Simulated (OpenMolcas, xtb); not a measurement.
**GaH2OF (SMILES [OH][GaH][F]): the vertical energy of the triplet above the singlet, rung by rung**

The species is GaH2OF (5 atoms), meant as a singlet with charge 0. As SMILES, `[OH][GaH][F]`. Geometry: relaxed at PBE0-D4/def2-TZVP. This is one conformer, not always the lowest.

Quantity: the vertical energy of the triplet above the singlet, in eV. The values are calculated.

```json
{"level": "GFN0-xTB", "kind": "semi-empirical", "program": "xtb", "value (eV)": "5.10"}
{"level": "GFN1-xTB", "kind": "semi-empirical", "program": "xtb", "value (eV)": "7.05"}
{"level": "SVWN5/cc-pVDZ", "kind": "LDA", "program": "OpenMolcas", "value (eV)": "6.20"}
{"level": "revPBE/cc-pVDZ", "kind": "GGA", "program": "OpenMolcas", "value (eV)": "5.97"}
{"level": "TPSS/cc-pVDZ", "kind": "meta-GGA", "program": "OpenMolcas", "value (eV)": "6.33"}
{"level": "M06-2X/cc-pVDZ", "kind": "hybrid meta-GGA", "program": "OpenMolcas", "value (eV)": "6.89"}
```

All-electron rows without a relativistic Hamiltonian named are non-relativistic. The values span 5.10 to 7.05 eV. The xTB rows lack spin polarisation, so open shells miss the exchange term that lowers them. A triplet this far above the singlet is often a Rydberg-like or dissociative state; sets without diffuse functions put Rydberg states too high.
